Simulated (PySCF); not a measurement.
# Nuclear quadrupole coupling in `C=C[C@@H]1C[P@@]1(CO)=NC`

C6H12NOP.
Numbering: `[CH2:1]=[CH:2][C@@H:3]1[CH2:4][P@@:5]1([CH2:6][OH:7])=[N:8][CH3:9]` (hydrogens: H10, H11 on C1; H12 on C2; H13 on C3; H14, H15 on C4; H16, H17 on C6; H18 on O7; H19, H20, H21 on C9)

Cartesian coordinates in Å at the GFN2-xTB level; atoms count from 1:
```
atom  x, y, z in Å
C1     3.153    0.043    1.235
C2     2.249    0.170    0.273
C3     1.028   -0.629    0.182
C4     0.413   -0.909   -1.233
P5    -0.643    0.112   -0.148
C6    -0.519    1.913   -0.505
O7    -1.748    2.395   -0.938
N8    -2.062   -0.109    0.480
C9    -2.630   -1.372    0.896
H10    4.030    0.665    1.275
H11    3.043   -0.684    2.022
H12    2.387    0.911   -0.505
H13    1.016   -1.489    0.848
H14    0.938   -0.453   -2.062
H15    0.141   -1.939   -1.428
H16   -0.181    2.419    0.414
H17    0.217    2.085   -1.296
H18   -2.432    1.970   -0.397
H19   -2.667   -2.107    0.088
H20   -3.651   -1.161    1.214
H21   -2.093   -1.814    1.740
```

Field gradients from the PBE0/pcSseg-1 density (PySCF, non-relativistic), principal values in atomic units, ordered |Vxx| ≤ |Vyy| ≤ |Vzz|:

```json
{"atom": "O7", "Vxx": "0.0765", "Vyy": "1.9069", "Vzz": "-1.9834"}
{"atom": "N8", "Vxx": "-0.1375", "Vyy": "-0.6477", "Vzz": "0.7852"}
```

Q: Find the asymmetry η = (Vxx − Vyy)/Vzz and the couplings χ = eQV/h (234.96 MHz × Q in barn × V in au), with Q(17O) = −0.0256 b, Q(14N) = 0.02044 b.

A: 
| atom | environment | nucleus | η | χzz (MHz) | χxx (MHz) | χyy (MHz) |
| --- | --- | --- | --- | --- | --- | --- |
| O7 | alcohol oxygen | 17O | 0.92 | 11.93 | -0.46 | -11.47 |
| N8 | nitrogen bonded to C and P | 14N | 0.65 | 3.771 | -0.660 | -3.111 |

At O7 η is above 0.9: Vyy and Vzz are nearly equal in size and opposite in sign, so a small change could swap them and flip the sign of χzz. The tensor is traceless: Vxx + Vyy + Vzz = 0.

Q: What is Vzz at O7 in SI units (1 au = 9.71736 × 10²¹ V/m²)?

A: -1.9834 au = -19.273 × 10²¹ V/m².

Q: And the gradient at the other heavy atoms, for which no coupling is worked out here?

A: 
```json
{"atom": "C1", "environment": "terminal =CH2 carbon", "Vzz (au)": "0.269", "η": "0.39"}
{"atom": "C2", "environment": "alkene CH carbon", "Vzz (au)": "0.301", "η": "0.68"}
{"atom": "C3", "environment": "sp3 carbon bound to phosphorus", "Vzz (au)": "0.122", "η": "0.33"}
{"atom": "C4", "environment": "sp3 carbon bound to phosphorus", "Vzz (au)": "0.150", "η": "0.24"}
{"atom": "P5", "environment": "phosphorus bonded to 3 C and N", "Vzz (au)": "0.448", "η": "0.59"}
{"atom": "C6", "environment": "carbinol carbon (C–OH)", "Vzz (au)": "0.278", "η": "0.64"}
{"atom": "C9", "environment": "N-methyl carbon", "Vzz (au)": "0.251", "η": "0.12"}
```

Were the hydrogens deuterons (Q(2H) = 0.00286 b), χzz would run from 186 kHz (H16) to 283 kHz (H18).

The structure is a single GFN2-xTB conformer in the gas phase; no vibrational or solvent corrections. GFN2-xTB bond lengths can be off by several hundredths of an ångström, more for odd bonds, and the gradients follow them. These gradients aren't converged with respect to the basis.

The run behind these numbers computed NMR shieldings as well. Rough CPU time on one thread of a shared machine: about 2 min.
